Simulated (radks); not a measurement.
Results of a calculation; reference values are marked as such.
Effect of the nuclear size on the rhodium ion Rh2+, [Kr] 4d7. Level of theory: Dirac Kohn-Sham, exchange-only LDA, spin-unpolarised, spherical densities, finite nucleus; open shells are shared between the two j in proportion to 2j + 1; Fermi nuclear charge, rms radius 4.4945 fm (a radial shooting solver on a logarithmic mesh with Libxc functionals). The rms radius is varied about that value; shifts are against it.

rms radius (fm)  total energy shift (eV)  density at nucleus (e/bohr^3)  1s1/2 shift (meV)  2s1/2 shift (meV)  4s1/2 shift (meV)  5s1/2 (empty) shift (meV)
3.654                             -0.746                      1.236e+05               -315              -34.6              -1.18                     -0.150
4.1484                            -0.324                      1.217e+05               -137              -15.0             -0.510                     -0.065
4.4945                                 0                      1.205e+05              0.000              0.000              0.000                      0.000
4.6833                             0.186                      1.199e+05               78.5               8.62              0.293                      0.037
5.0698                             0.588                      1.187e+05                248               27.2              0.927                      0.118

Slopes of the eigenvalues against <r^2> in GHz/fm^2, as finite differences over the two radii next to the reference (eigenvalue slopes, not the field-shift constants of lines): 1s1/2 11000, 2s1/2 1210, 4s1/2 41.1, 5s1/2 (empty) 5.24.
